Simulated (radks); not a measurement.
The numbers below are computed, except where a source is named.
Task: Isoelectronic series with 9 electrons, all held in the configuration [He] 2s2 2p5, which need not be the ground one along the series. Code: a radial shooting solver on a logarithmic mesh with Libxc functionals. Model: scalar-relativistic Kohn-Sham, LDA (Slater exchange, Perdew-Wang correlation), spin-polarised, spherical densities, point nucleus; open shells are filled with parallel spins first. Total energies (hartree) and orbital eigenvalues (eV):

ion   E (hartree)    2p down      2p up    2s down      2s up
F       -99.20339   -10.4359   -12.0158   -28.7590   -30.3886
Ne+    -127.56026   -31.3752   -33.3387   -54.2601   -56.1728
Al4+   -235.36945  -137.0451  -140.1574  -174.0917  -176.9045
Si5+   -278.88709  -186.1669  -189.6610  -228.0593  -231.1752
P6+    -326.20260  -242.1795  -246.0551  -288.9842  -292.4038
S7+    -377.32224  -305.0712  -309.3285  -356.8623  -360.5861
Cl8+   -432.25316  -374.8368  -379.4759  -431.6974  -435.7259

Estimate the row of Mg3+.

Result: E (hartree) -195.64449; 2p down -94.8363; 2p up -97.5666; 2s down -127.0991; 2s up -129.6096.
